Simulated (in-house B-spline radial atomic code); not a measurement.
Levels of two electrons outside the [Ar] 3d10 core along the 30-electron series, above the ground level 4s2 J0; labels give the leading configuration and J, and a prime marks the next level of the same label. Computed with an all-electron radial atomic-structure program (B-spline basis): configuration interaction with many-body perturbation theory for the core, Breit and QED.

```json
{"ion": "Ru14+", "Z": "44", "first ionisation energy (eV)": "350.7", "excitation of 4p2 J0 (eV)": "65.497", "core correlation Breit and QED part of 4p2 J0 (eV)": "-0.05014", "excitation of 4s4p J1 (eV)": "29.504", "core correlation Breit and QED part of 4s4p J1 (eV)": "0.33161", "excitation of 4s4p J0 (eV)": "28.272", "core correlation Breit and QED part of 4s4p J0 (eV)": "0.36504", "excitation of 4p2 J2' (eV)": "74.095", "core correlation Breit and QED part of 4p2 J2' (eV)": "0.11102"}
{"ion": "Rh15+", "Z": "45", "first ionisation energy (eV)": "389.2", "excitation of 4p2 J0 (eV)": "69.484", "core correlation Breit and QED part of 4p2 J0 (eV)": "-0.08541", "excitation of 4s4p J1 (eV)": "31.394", "core correlation Breit and QED part of 4s4p J1 (eV)": "0.31944", "excitation of 4s4p J0 (eV)": "30.015", "core correlation Breit and QED part of 4s4p J0 (eV)": "0.35998", "excitation of 4p2 J2' (eV)": "79.539", "core correlation Breit and QED part of 4p2 J2' (eV)": "0.073491"}
{"ion": "Pd16+", "Z": "46", "first ionisation energy (eV)": "429.7", "excitation of 4p2 J0 (eV)": "73.489", "core correlation Breit and QED part of 4p2 J0 (eV)": "-0.11995", "excitation of 4s4p J1 (eV)": "33.3", "core correlation Breit and QED part of 4s4p J1 (eV)": "0.30657", "excitation of 4s4p J0 (eV)": "31.767", "core correlation Breit and QED part of 4s4p J0 (eV)": "0.35486", "excitation of 4p2 J2' (eV)": "85.168", "core correlation Breit and QED part of 4p2 J2' (eV)": "0.035235"}
{"ion": "Ag17+", "Z": "47", "first ionisation energy (eV)": "472.0", "excitation of 4p2 J0 (eV)": "77.512", "core correlation Breit and QED part of 4p2 J0 (eV)": "-0.15319", "excitation of 4s4p J1 (eV)": "35.221", "core correlation Breit and QED part of 4s4p J1 (eV)": "0.29336", "excitation of 4s4p J0 (eV)": "33.527", "core correlation Breit and QED part of 4s4p J0 (eV)": "0.34997", "excitation of 4p2 J2' (eV)": "90.996", "core correlation Breit and QED part of 4p2 J2' (eV)": "-0.0031503"}
{"ion": "Cd18+", "Z": "48", "first ionisation energy (eV)": "516.1", "excitation of 4p2 J0 (eV)": "81.555", "core correlation Breit and QED part of 4p2 J0 (eV)": "-0.18674", "excitation of 4s4p J1 (eV)": "37.157", "core correlation Breit and QED part of 4s4p J1 (eV)": "0.27906", "excitation of 4s4p J0 (eV)": "35.297", "core correlation Breit and QED part of 4s4p J0 (eV)": "0.34453", "excitation of 4p2 J2' (eV)": "97.034", "core correlation Breit and QED part of 4p2 J2' (eV)": "-0.04324"}
{"ion": "In19+", "Z": "49", "first ionisation energy (eV)": "562.2", "excitation of 4p2 J0 (eV)": "85.619", "core correlation Breit and QED part of 4p2 J0 (eV)": "-0.21915", "excitation of 4s4p J1 (eV)": "39.108", "core correlation Breit and QED part of 4s4p J1 (eV)": "0.26445", "excitation of 4s4p J0 (eV)": "37.077", "core correlation Breit and QED part of 4s4p J0 (eV)": "0.33929", "excitation of 4p2 J2' (eV)": "103.3", "core correlation Breit and QED part of 4p2 J2' (eV)": "-0.083999"}
{"ion": "Sn20+", "Z": "50", "first ionisation energy (eV)": "610.1", "excitation of 4p2 J0 (eV)": "89.705", "core correlation Breit and QED part of 4p2 J0 (eV)": "-0.251", "excitation of 4s4p J1 (eV)": "41.074", "core correlation Breit and QED part of 4s4p J1 (eV)": "0.24932", "excitation of 4s4p J0 (eV)": "38.868", "core correlation Breit and QED part of 4s4p J0 (eV)": "0.33397", "excitation of 4p2 J2' (eV)": "109.8", "core correlation Breit and QED part of 4p2 J2' (eV)": "-0.12594"}
{"ion": "Sb21+", "Z": "51", "first ionisation energy (eV)": "659.9", "excitation of 4p2 J0 (eV)": "93.814", "core correlation Breit and QED part of 4p2 J0 (eV)": "-0.28256", "excitation of 4s4p J1 (eV)": "43.056", "core correlation Breit and QED part of 4s4p J1 (eV)": "0.23363", "excitation of 4s4p J0 (eV)": "40.67", "core correlation Breit and QED part of 4s4p J0 (eV)": "0.32848", "excitation of 4p2 J2' (eV)": "116.56", "core correlation Breit and QED part of 4p2 J2' (eV)": "-0.16935"}
```
